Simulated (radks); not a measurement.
Results of a calculation; reference values are marked as such.
Effect of the nuclear size on the chromium ion Cr2+, [Ar] 3d4. Level of theory: Dirac Kohn-Sham, relativistic LDA (MacDonald-Vosko exchange, VWN5 correlation), spin-unpolarised, spherical densities, finite nucleus; open shells are shared between the two j in proportion to 2j + 1; Fermi nuclear charge, rms radius 3.6452 fm (a radial shooting solver on a logarithmic mesh with Libxc functionals). The rms radius is varied about that value; shifts are against it.

| rms radius (fm) | total energy shift (eV) | density at nucleus (e/bohr^3) | 1s1/2 shift (meV) | 2s1/2 shift (meV) | 3s1/2 shift (meV) |
|---|---|---|---|---|---|
| 3.0547 | -0.0218 | 1.14e+04 | -9.21 | -0.805 | -0.116 |
| 3.4411 | -0.00795 | 1.135e+04 | -3.36 | -0.294 | -0.042 |
| 3.6452 | 0 | 1.132e+04 | 0.000 | 0.000 | 0.000 |
| 3.9951 | 0.0146 | 1.128e+04 | 6.19 | 0.542 | 0.078 |
| 4.2211 | 0.0248 | 1.126e+04 | 10.5 | 0.917 | 0.132 |

Slopes of the eigenvalues against <r^2> in GHz/fm^2, as finite differences over the two radii next to the reference (eigenvalue slopes, not the field-shift constants of lines): 1s1/2 561, 2s1/2 49.0, 3s1/2 7.05.
